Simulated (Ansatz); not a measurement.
`C[B](F)[AlH2]` → `F[BH][AlH2]` + `[CH2]` (triplet) at 500 K and 1 bar (formal loss of a carbene).

Calculated with Ansatz (gas phase, PBE0-D4/def2-TZVP geometries, no zero-point term in ΔE). CCSD(T)/CBS is the MP2 limit (def2-TZVPP, def2-QZVPP) plus CCSD(T) − MP2 in def2-TZVPP, frozen cores. This one scheme is used for every species. Triplets are unrestricted, without spin–orbit coupling.

```csv
species,CCSD(T)/CBS energy (Eh),H − E (kJ/mol),S (J/(mol·K))
`C[B](F)[AlH2]`,-407.68475,189.2,403.7
`F[BH][AlH2]`,-368.40257,104.3,336.6
`[CH2]` (triplet),-39.09499,62.7,213.9
```

H − E and S are ideal-gas, rigid-rotor, harmonic terms from PBE0-D4/def2-TZVP, for one conformer and one mirror image of each species, with the whole ground term of open shells counted as degenerate. 1 Eh = 2625.50 kJ/mol, R = 8.31446 J/(mol·K).

Q: By hand: ΔE, ΔH, ΔS and ΔG.

A: ΔE = (-368.40257) + (-39.09499) − (-407.68475) = 0.18719 Eh = 491.5 kJ/mol. Δ(H − E) = 104.3 + 62.7 − 189.2 = -22.2, so ΔH = 469.3 kJ/mol. ΔS = 336.6 + 213.9 − 403.7 = 146.8 J/(mol·K). ΔG = 469.3 − 500 × (146.8)/1000 = 395.9 kJ/mol.

Q: By hand: the equilibrium constant, and the temperature at which ΔG would vanish if ΔH and ΔS stayed fixed.

A: log₁₀ K = −ΔG/(RT ln 10) = -41.4. ΔG = 0 at ΔH/ΔS = 3197 K, far beyond where these terms or the molecules hold.

The number of gas molecules changes by +1, which sets the sign of ΔS. A doubt of 5 kJ/mol in ΔE shifts log₁₀ K by 0.5 here. Other conformers and mirror images would add mixing entropy, several J/(mol·K) or more a flexible species. Modes under 60 cm⁻¹, often nearly free rotors, make the harmonic entropy too high. A triplet takes part, so the spin changes. These are equilibria of isolated gas molecules and say nothing of rates. Largest T1 diagnostic: 0.014 (customary marks: 0.02 for closed shells, 0.045 for open ones).
